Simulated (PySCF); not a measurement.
# Ionisation energy of Ar(2+) by level of theory

Ar(2+) [Ne] 3s2 3p4 (3P) → Ar(3+) [Ne] 3s2 3p3 (4S), as a difference of total energies. All numbers are calculated (PySCF 2.14, scalar relativity by spin-free X2C-1e, in an even-tempered Gaussian basis (23 s from 0.01 bohr⁻², ratio 2.5; 15 p from 0.013 bohr⁻², ratio 2.5; 6 d from 0.91 bohr⁻², ratio 2.7; 5 f from 1.4 bohr⁻², ratio 2.7)). Correlated levels: outer shells: 1s2 frozen; virtual orbitals above 40 to 60 times the deepest correlated orbital energy dropped. The calculations carry no spin-orbit coupling.

| method | ionisation energy (eV) |
| --- | --- |
| UHF | 39.350 |
| LDA | 40.837 |
| PBE | 40.707 |
| PBE0 | 40.703 |
| r2SCAN | 40.669 |
| B97-3 | 40.798 |
| r2SCAN0 | 40.652 |
| MP2 (outer shells) | 40.093 |
| SCS-MP2 (outer shells) | 40.171 |

Question: How much does correlation contribute at MP2 (outer shells)?

Answer: 40.093 − (39.350) = 0.743 eV, measured against UHF.

A first-order spin-orbit estimate (lowest level to lowest level, LS coupling) adds 0.063 eV.

For comparison: 40.735 ± 0.012 eV (semi-empirical (NIST evaluation); NIST Atomic Spectra Database, ionization energies).
